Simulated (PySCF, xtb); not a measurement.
TaF5, SMILES [F][Ta]([F])([F])([F])[F], multiplicity 1.

Harmonic wavenumbers (cm⁻¹) from GFN2-xTB in xtb at its own minimum, in rising order: 106, 106, 182, 182, 222, 260, 261, 417, 472, 472, 473, 520.

**Question.** What does r2SCAN-D4/def2-SVP run with PySCF give at its own minimum? (An estimate is asked for; the answer gives what the named calculation found.)

**Answer.** 99, 99, 196, 196, 239, 279, 279, 671, 690, 725, 725, 735. Paired by order, the mean absolute difference is 107 cm⁻¹ and the zero-point energies are 5.3 and 7.1 kcal/mol.
